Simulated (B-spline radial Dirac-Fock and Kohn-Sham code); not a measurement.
Kohn-Sham estimates against Dirac-Fock for the levels of Ga³⁺

System: gallium as Ga³⁺, configuration [Ar] 3d9 4s1 (an excited configuration).

The density-functional columns are spherical, spin-unpolarised Dirac-Kohn-Sham results without Breit or QED terms: −ε is minus the orbital energy of the initial state and ΔSCF the difference of two total energies. The reference in the last column comes from multi-electron Dirac-Fock with separately optimised hole states, Breit and Lamb-shift corrections added in first order. All numbers are from an atomic code on a B-spline grid, in eV; a selection of levels is shown. The Kohn-Sham columns are given as differences from the reference. For the 1s level of heavy atoms much of the gap between ΔSCF and the reference is the Breit and QED part, -20.2 eV here; for other levels the error of the functional can be larger.

```
level  LDA −ε − DF  LDA ΔSCF − DF  Dirac-Fock
    K       -172.6          +19.0     10424.8
   L1        -58.5          -26.6      1363.0
   L2        -40.3           -1.6      1201.5
   L3        -40.8           -2.9      1174.4
   M2        -19.3           -6.5       163.4
   M3        -19.3           -6.6       159.7
 M4,5         -9.1           +2.8       70.65
   N1         -3.6           +2.0       43.47
```

Values without a named source are computed, but for edge energies of neutral atoms, which are taken from tables.
